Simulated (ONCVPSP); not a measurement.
## vanadium (V): what ONCVPSP 4.0.1 does with a changed input

Command:

```bash
oncvpsp.x < V.dat > V.out
```

Input:

```
# ATOM AND REFERENCE CONFIGURATION
# atsym  z   nc   nv     iexc    psfile
  V 23.00    3    5  -116133      upf
#
#   n    l    f
    1    0    2.00
    2    0    2.00
    2    1    6.00
    3    0    2.00
    3    1    6.00
    3    2    3.00
    4    0    1.00
    4    1    1.00
#
# PSEUDOPOTENTIAL AND OPTIMIZATION
# lmax
    2
#
#   l,   rc,      ep,       ncon, nbas, qcut
    0    1.85    0.00    4    7    6.10
    1    1.65    0.00    4    8    7.90
    2    1.65    0.00    5   10    9.80
#
# LOCAL POTENTIAL
# lloc, lpopt,  rc(5),   dvloc0
    4    5    1.10    0.00
#
# VANDERBILT-KLEINMAN-BYLANDER PROJECTORs
# l, nproj, debl
    0    3    0.30
    1    3    1.10
    2    3    3.00
#
# MODEL CORE CHARGE
# icmod, fcfact, rcfact
    3    4.00    4.00
#
# LOG DERIVATIVE ANALYSIS
# epsh1, epsh2, depsh
   -4.00    5.00    0.02
#
# OUTPUT GRID
# rlmax, drl
    6.00    0.01
#
# TEST CONFIGURATIONS
# ncnf
    4
# nvcnf
#   n    l    f
    5
    3    0    2.00
    3    1    6.00
    3    2    3.00
    4    0    2.00
    4    1    0.00
#
    5
    3    0    2.00
    3    1    6.00
    3    2    3.00
    4    0    1.00
    4    1    0.00
#
    5
    3    0    2.00
    3    1    6.00
    3    2    3.00
    4    0    0.00
    4    1    0.00
#
    5
    3    0    2.00
    3    1    6.00
    3    2    3.00
    4    0    0.00
    4    1    1.00
#
```

This is an input that runs to its end, with one change: model core set to icmod 3, fcfact 4.00, rcfact 4.00.

Q: How does the run end?

A: The program runs through. Ghost flags: GHOST(+) s at 426.2 eV, GHOST(+) s at 1624.0 eV; the largest excitation error among the 4 tests with output is 411 meV, against 0.444 meV for the unchanged input.

```
   1   0  2.0000 -197.24655965
   2   0  2.0000  -22.44047435
   2   1  6.0000  -18.79920413
   3   0  2.0000   -2.90016004   -2.90253490   -2.37D-03
   3   1  6.0000   -1.94157578   -1.94319470   -1.62D-03
   3   2  3.0000   -0.50779043   -0.51087552   -3.09D-03
   4   1  1.0000   -0.27443128   -0.27879412   -4.36D-03

    Total energies and differences
      AE_ref= -9.47861395D+02  AE_tst= -9.47549146D+02  dif=  3.12D-01
      PS_ref= -7.31361174D+01  PS_tst= -7.28211125D+01  dif=  3.15D-01
      PSP excitation error= -2.76D-03
```
